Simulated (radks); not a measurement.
Initial-state core-level shifts of the rhodium ion Rh+ when its valence configuration changes from [Kr] 4d8. Method: Dirac Kohn-Sham, PBE, spin-unpolarised, spherical densities, point nucleus; open shells are shared between the two j in proportion to 2j + 1; computed with a radial shooting solver on a logarithmic mesh with Libxc functionals. Shifts are changes of the shell-averaged eigenvalues in eV (positive: less bound).

valence               1s       2s       3p       3d
4d7 5s1           -4.176   -4.430   -4.353   -4.374
4d7 5p1           -5.590   -5.801   -5.744   -5.761
4d6 5s2           -8.832   -9.398   -9.190   -9.241
4d7.5 5s0.5       -2.023   -2.143   -2.111   -2.121
4d6.5 5s1.5       -6.448   -6.851   -6.715   -6.751
4d6 5p2          -11.544  -12.042  -11.867  -11.913
4d5 5p3          -17.813  -18.670  -18.309  -18.393
4d6 5s1.5 5p0.5   -9.534  -10.083   -9.882   -9.932
